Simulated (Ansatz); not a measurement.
The inner images of a band of CH3AlBCl (7 atoms, charge 0, multiplicity 1) are given out of order.

Theory: Ansatz 0.2.0, UKS LDA/def2-SVP.

Initial state:

```xyz
7
Properties=species:S:1:pos:R:3
Cl -2.130 -1.415 1.105
B -0.934 -0.487 0.257
C 0.465 -0.160 0.552
Al -0.332 0.620 -1.248
H 1.207 0.450 -0.038
H 1.005 -0.502 1.459
H 0.719 1.494 -2.088
```

Final state:

```xyz
7
Properties=species:S:1:pos:R:3
Cl -2.016 -1.322 1.011
B -0.643 -0.445 0.363
C 0.743 -0.176 0.749
Al 0.696 0.736 -0.821
H -0.994 0.106 -0.780
H 1.328 -0.484 1.625
H 0.885 1.585 -2.147
```

Task: Put them in order from the first end to the last, with their energies above the first end.
A.
```xyz
7
Properties=species:S:1:pos:R:3
Cl -2.049 -1.530 1.021
B -0.865 -0.570 0.205
C 0.472 0.029 0.607
Al -0.084 0.790 -1.112
H 0.989 -0.656 -0.159
H 0.989 0.099 1.589
H 0.547 1.838 -2.151
```
B.
```xyz
7
Properties=species:S:1:pos:R:3
Cl -1.964 -1.467 0.978
B -0.592 -0.587 0.330
C 0.627 0.116 0.777
Al 0.312 0.851 -0.904
H -0.067 -0.919 -0.811
H 1.080 0.188 1.773
H 0.605 1.817 -2.143
```
C.
```xyz
7
Properties=species:S:1:pos:R:3
Cl -2.156 -1.365 1.091
B -0.869 -0.647 0.180
C 0.469 -0.145 0.572
Al -0.263 0.675 -1.179
H 1.302 -0.103 -0.185
H 0.930 -0.129 1.582
H 0.587 1.716 -2.061
```
D.
```xyz
7
Properties=species:S:1:pos:R:3
Cl -1.851 -1.677 0.959
B -0.704 -0.563 0.247
C 0.513 0.187 0.714
Al 0.077 0.842 -1.031
H 0.451 -0.900 -0.411
H 0.997 0.265 1.714
H 0.518 1.846 -2.192
```
E.
```xyz
7
Properties=species:S:1:pos:R:3
Cl -2.010 -1.289 1.041
B -0.570 -0.581 0.332
C 0.740 -0.089 0.763
Al 0.592 0.776 -0.835
H -0.703 -0.474 -0.970
H 1.239 -0.114 1.740
H 0.712 1.770 -2.071
```

Result: C (+1.9 kcal/mol), A (+10.3 kcal/mol), D (+29.1 kcal/mol), B (+9.2 kcal/mol), E (-9.8 kcal/mol).

Run time: 99 s on 2 threads of Arm Neoverse N1, with other jobs on the host, peak memory 0.15 GiB.
